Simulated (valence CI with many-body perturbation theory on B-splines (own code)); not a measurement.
The numbers below are computed, except where a source is named.
**Sensitivity of CI+MBPT for Mo²⁷⁺**

Method: valence CI with perturbative core correlation (CI+MBPT): five valence electrons over a frozen Dirac-Fock core [Ne], a basis of 6 s, 6 p, 5 d, 3 f, 1 g functions for each j, with the one-electron correlation potential Σ1 (screened to all orders), the two-electron term Σ2, the three-electron term Σ3, Breit, model QED; selected single and double excitations, second order for the rest, scaled by the run's own slope (own B-spline code, finite nucleus).

No measured spectrum was set against this ion. As an estimate, large intervals hold to a few tenths of a per cent, small ones and those within an open d or f shell to about a per cent. Among the levels kept, up to 1200 cm⁻¹ of a level comes from second order outside the variational space, and about a tenth of that is noise between levels of different J, which matters for small intervals.

The reference run has the lowest level (3s^2 3p1/2^2 3p3/2) J=3/2 and an ionisation energy of 1450.04 eV. Its largest variational space holds 9984 state functions.

Levels are named by their leading jj configuration (3d3/2^4 stands for four electrons in 3d with j = 3/2), which in mixed levels can hold well under half, so a name can repeat and another be missing. Letters in brackets count levels of one name in rising energy.

Changed runs:
A. scale of Σ1 1 → 0.9; Breit term on → off; QED terms on → off
B. size limit of the variational space 10000 → 1500; second order for the rest on → off
C. hole-hole ladder in Σ2 on → off; scale of Σ1 1 → 0
D. size limit of the variational space 10000 → 300; second order for the rest on → off (bad on purpose)

Excitation energies of the reference run in cm⁻¹, and shifts in cm⁻¹:

```tsv
Level	Reference	A	B	C	D
(3s^2 3p1/2 3p3/2^2) J=3/2	156869	+2355	+18	-316	-226
(3s^2 3p1/2 3p3/2^2) J=5/2	200885	+3190	+246	-317	+109
(3s^2 3p1/2 3p3/2^2) J=1/2	258331	+2450	-881	-284	-2950
(3s^2 3p3/2^3) J=3/2	413615	+5407	+163	-640	+515
(3s 3p1/2^2 3p3/2^2) J=5/2	721529	+4207	+2826	+1027	+55
(3s 3p1/2^2 3p3/2^2) J=3/2	804424	+3957	+2330	+999	+60
(3s 3p1/2^2 3p3/2^2) J=1/2	829998	+4349	+292	+963	-427
(3s^2 3p1/2^2 3d3/2) J=3/2	886135	+4044	+2428	+866	+485
(3s 3p1/2 3p3/2^3) J=3/2	943458	+5013	+2685	+821	+694
(3s^2 3p1/2^2 3d5/2) J=5/2	950324	+4945	+3200	+700	+989
(3s 3p1/2 3p3/2^3) J=5/2	973451	+6549	+3232	+711	+926
(3s^2 3p1/2 3p3/2 3d3/2) J=3/2 [a]	1002840	+5737	+2589	+690	+161
Ionisation energy (eV)	1450.04	+0.57	-0.30	-0.84	-0.80
```
